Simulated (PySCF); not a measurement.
## Titanium: a sound run and one with changed settings

Sound run: Ti [Ar] 3d2 4s2, Ti⁺ [Ar] 3d2 4s1. All numbers are calculated (PySCF 2.14, scalar relativity by spin-free X2C-1e, in x2c-SVPall). In the sound run the correlated levels freeze [Ar]. The sound run starts from symmetry-adapted Hartree-Fock orbitals and uses a fine grid where one is needed.

Changed run: initial guess minao, at most 50 SCF cycles.

| species | method | sound run (hartree) | changed run (hartree) | converged |
| --- | --- | --- | --- | --- |
| Ti | UHF | -852.60807 | -852.60807 | yes |
| Ti | BP86 | -853.68443 | -853.68669 | yes |
| Ti | PBE0 | -853.37620 | -853.34487 | yes |
| Ti | MP2 | -852.63786 | -852.63786 | yes |
| Ti⁺ | UHF | -852.40336 | -852.40336 | yes |
| Ti⁺ | BP86 | -853.42975 | -853.44255 | yes |
| Ti⁺ | PBE0 | -853.13222 | -853.13097 | yes |
| Ti⁺ | MP2 | -852.40916 | -852.40916 | yes |

Ionisation energy of Ti:

| method | sound run (eV) | changed run (eV) |
| --- | --- | --- |
| UHF | 5.570 | 5.570 |
| MP2 | 6.223 | 6.223 |
| SCS-MP2 | 6.348 | 6.348 |

The plain start fixes occupations by D2h representation alone, and Ti at BP86, Ti at PBE0, Ti⁺ at BP86, Ti⁺ at PBE0 landed in another state (other ⟨L²⟩ or ⟨S²⟩). 

For comparison, NIST gives 6.828 eV between the lowest levels.
